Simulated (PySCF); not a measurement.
# Computed records: AlGeH₃NO, AlGeH₂NO, GeH₅NOSi, GeH₃NOSi

Calculation on a computer-drawn molecule: the log of a Hartree-Fock and frozen-core CCSD(T) single point meant for a local Hartree-Fock minimum, with one planted fault or none, to be diagnosed. Offsets are logged minus clean, where the clean run is the same molecule without the fault. The reference is restricted for singlets and unrestricted otherwise, and also for a bond in bohr or an excited solution. Adding or removing an electron swaps singlet and doublet. The excited solution moves the top pair (singlet) or top alpha electron (doublet) to the lowest empty orbital. Highest occupied and lowest empty are orbital energies over both spins, largest force is the largest gradient component, triples share is (T) over the correlation energy, the T1 limit is 0.02 restricted and 0.045 unrestricted, electrons count all cores, a negative frequency is imaginary (commonest isotopes), and the dipole is about the centre of nuclear charge; on germanium a core potential holds 10 electrons, which the energies leave out, and 3d is frozen in MP2 and coupled-cluster steps. Program: PySCF 2.14.0.

Common to all runs: meant multiplicity 1; meant basis cc-pV(D+d)Z; meant basis and core potential on germanium cc-pVDZ-PP ECP10MDF; logged SCF converged yes; logged CC converged yes; logged SCF stable within its kind yes; possible faults no fault, one electron removed, one electron added, multiplicity raised by two, geometry at a saddle point, SCF held on an excited solution, minimal basis STO-3G, one bond length entered in bohr, all coordinates scaled.

(1) 
```xyz
7
formula=AlGeH3NO meant_charge=1 logged_electrons=62 logged_basis_functions=89 logged_spin_squared=1.0401 logged_highest_occupied=-12.484 logged_lowest_empty=-5.2195 logged_largest_force=0.051857 logged_T1_diagnostic=0.029712 logged_D1_diagnostic=0.1026 logged_triples_share=0.031725 logged_dipole_magnitude=2.7539 logged_energy_HF=-665.97054 logged_energy_CCSD(T)=-666.46916 planted_fault=one_bond_length_entered_in_bohr,row_2_of_the_drawn_bonds HF_energy_offset_from_clean_run=99.89 CCSD(T)_energy_offset_from_clean_run=113.9
O      1.5784    -0.8903    -0.2905
Ge     0.9396     0.4711    -1.1177
N     -2.0950     0.6460    -2.0792
Al    -3.6299     0.8960    -2.6409
H      1.0126    -1.6313    -0.1056
H      2.0230     1.4961    -1.2874
H     -5.0647     1.1083    -3.1560
```

Units: logged_highest_occupied, logged_lowest_empty in eV; logged_largest_force in hartree/bohr; logged_dipole_magnitude in debye; logged_energy_HF, logged_energy_CCSD(T) in hartree; HF_energy_offset_from_clean_run, CCSD(T)_energy_offset_from_clean_run in kcal/mol.

Drawn bonds:
```csv
atom,other atom,order
1,2,1
2,3,2
3,4,1
1,5,1
2,6,1
4,7,1
```

(2) 
```xyz
6
formula=AlGeH2NO meant_charge=0 logged_electrons=63 logged_basis_functions=84 logged_spin_squared=0.925 logged_highest_occupied=0.30007 logged_lowest_empty=6.6272 logged_largest_force=0.042516 logged_T1_diagnostic=0.034124 logged_D1_diagnostic=0.1339 logged_triples_share=0.035509 logged_dipole_magnitude=9.2809 logged_energy_HF=-665.73579 logged_energy_CCSD(T)=-666.28214 planted_fault=one_electron_added HF_energy_offset_from_clean_run=20.8 CCSD(T)_energy_offset_from_clean_run=12.71
O      1.5796    -0.6195     0.0500
Ge     0.6095     0.7610     0.5318
N     -0.7107     0.6661     1.5270
Al    -1.9349    -0.0783     2.5611
H      2.3115    -0.4369    -0.5230
H      1.2072     1.9966    -0.1237
```

Units: logged_highest_occupied, logged_lowest_empty in eV; logged_largest_force in hartree/bohr; logged_dipole_magnitude in debye; logged_energy_HF, logged_energy_CCSD(T) in hartree; HF_energy_offset_from_clean_run, CCSD(T)_energy_offset_from_clean_run in kcal/mol.

Drawn bonds:
```csv
atom,other atom,order
1,2,1
2,3,2
3,4,1
1,5,1
2,6,1
```

Notes: highest electron not bound in this basis.

(3) 
```xyz
9
formula=GeH5NOSi meant_charge=0 logged_electrons=66 logged_basis_functions=99 logged_spin_squared=0 logged_highest_occupied=-9.7843 logged_lowest_empty=2.1046 logged_largest_force=0.04901 logged_T1_diagnostic=0.014376 logged_D1_diagnostic=0.0506 logged_triples_share=0.025008 logged_dipole_magnitude=2.1395 logged_energy_HF=-714.58386 logged_energy_CCSD(T)=-715.1724 planted_fault=all_coordinates_scaled,by_-4.3_% HF_energy_offset_from_clean_run=11.87 CCSD(T)_energy_offset_from_clean_run=17.66
O      2.2048     0.7411     0.1219
Ge     1.3539    -0.6351    -0.4283
N      1.2399    -0.2331    -2.1529
Si     0.5265    -1.1215    -3.3608
H      2.4490     1.3968    -0.4541
H      1.6365     0.5998    -2.4357
H      0.0053    -2.2961    -2.7649
H      1.4536    -1.4854    -4.3715
H     -0.5291    -0.4122    -3.9900
```

Units: logged_highest_occupied, logged_lowest_empty in eV; logged_largest_force in hartree/bohr; logged_dipole_magnitude in debye; logged_energy_HF, logged_energy_CCSD(T) in hartree; HF_energy_offset_from_clean_run, CCSD(T)_energy_offset_from_clean_run in kcal/mol.

Drawn bonds:
```csv
atom,other atom,order
1,2,1
2,3,1
3,4,1
1,5,1
3,6,1
4,7,1
4,8,1
4,9,1
```

(4) 
```xyz
9
formula=GeH5NOSi meant_charge=0 logged_electrons=66 logged_basis_functions=99 logged_spin_squared=0.7955 logged_highest_occupied=-8.6278 logged_lowest_empty=1.5242 logged_largest_force=0.0089413 logged_T1_diagnostic=0.047532 logged_D1_diagnostic=0.23382 logged_triples_share=0.03279 logged_dipole_magnitude=1.4245 logged_energy_HF=-714.48929 logged_energy_CCSD(T)=-715.08001 planted_fault=one_bond_length_entered_in_bohr,row_7_of_the_drawn_bonds HF_energy_offset_from_clean_run=71.21 CCSD(T)_energy_offset_from_clean_run=75.63
O      2.3039     0.7744     0.1274
Ge     1.4148    -0.6636    -0.4475
N      1.2956    -0.2436    -2.2496
Si     0.5502    -1.1719    -3.5118
H      2.5590     1.4595    -0.4745
H      1.7101     0.6268    -2.5451
H      0.0056    -2.3993    -2.8892
H      2.3808    -1.8904    -5.5075
H     -0.5529    -0.4307    -4.1692
```

Units: logged_highest_occupied, logged_lowest_empty in eV; logged_largest_force in hartree/bohr; logged_dipole_magnitude in debye; logged_energy_HF, logged_energy_CCSD(T) in hartree; HF_energy_offset_from_clean_run, CCSD(T)_energy_offset_from_clean_run in kcal/mol.

Drawn bonds:
```csv
atom,other atom,order
1,2,1
2,3,1
3,4,1
1,5,1
3,6,1
4,7,1
4,8,1
4,9,1
```

Notes: T1 above single-reference limit.

(5) 
```xyz
7
formula=GeH3NOSi meant_charge=0 logged_electrons=64 logged_basis_functions=89 logged_spin_squared=0 logged_highest_occupied=-8.6839 logged_lowest_empty=1.0474 logged_largest_force=4.746e-05 logged_lowest_frequency=-148.33 logged_T1_diagnostic=0.021377 logged_D1_diagnostic=0.066152 logged_triples_share=0.033075 logged_dipole_magnitude=2.9786 logged_energy_HF=-713.36955 logged_energy_CCSD(T)=-713.94311 planted_fault=geometry_at_a_saddle_point HF_energy_offset_from_clean_run=6.414 CCSD(T)_energy_offset_from_clean_run=6.933
O     -2.4499    -0.6434     0.0000
Ge    -1.3818     0.7981     0.0000
N      0.2112    -0.0860     0.0000
Si     1.7671     0.0792     0.0000
H     -3.3718    -0.4265     0.0000
H      2.6927    -1.0666     0.0000
H      2.5324     1.3452     0.0000
```

Units: logged_highest_occupied, logged_lowest_empty in eV; logged_largest_force in hartree/bohr; logged_lowest_frequency in cm⁻¹; logged_dipole_magnitude in debye; logged_energy_HF, logged_energy_CCSD(T) in hartree; HF_energy_offset_from_clean_run, CCSD(T)_energy_offset_from_clean_run in kcal/mol.

Drawn bonds:
```csv
atom,other atom,order
1,2,1
2,3,1
3,4,2
1,5,1
4,6,1
4,7,1
```

Notes: T1 above single-reference limit.

(6) 
```xyz
7
formula=GeH3NOSi meant_charge=0 logged_electrons=64 logged_basis_functions=89 logged_spin_squared=0.8853 logged_highest_occupied=-9.1986 logged_lowest_empty=0.72112 logged_largest_force=0.011004 logged_T1_diagnostic=0.041301 logged_D1_diagnostic=0.17172 logged_triples_share=0.039767 logged_dipole_magnitude=3.8363 logged_energy_HF=-713.27321 logged_energy_CCSD(T)=-713.83737
O      1.2922     1.5978     2.1022
Ge     0.2614     0.5090     1.1229
N     -0.8215     1.7428     0.3435
Si    -1.8656     2.5956    -0.4427
H      1.0872     2.5205     2.0269
H     -4.3849     3.2890     0.5216
H     -1.6424     3.1576    -1.7868
```

Units: logged_highest_occupied, logged_lowest_empty in eV; logged_largest_force in hartree/bohr; logged_dipole_magnitude in debye; logged_energy_HF, logged_energy_CCSD(T) in hartree.

Drawn bonds:
```csv
atom,other atom,order
1,2,1
2,3,1
3,4,2
1,5,1
4,6,1
4,7,1
```

## Withheld values
1. Which fault was planted in the run of GeH₃NOSi (entry 6)?

Answers
1. one bond length entered in bohr, row 5 of the drawn bonds

Further results for GeH₃NOSi (entry 6):

* HF energy offset from clean run: 66.87 kcal/mol
* CCSD(T) energy offset from clean run: 73.29 kcal/mol
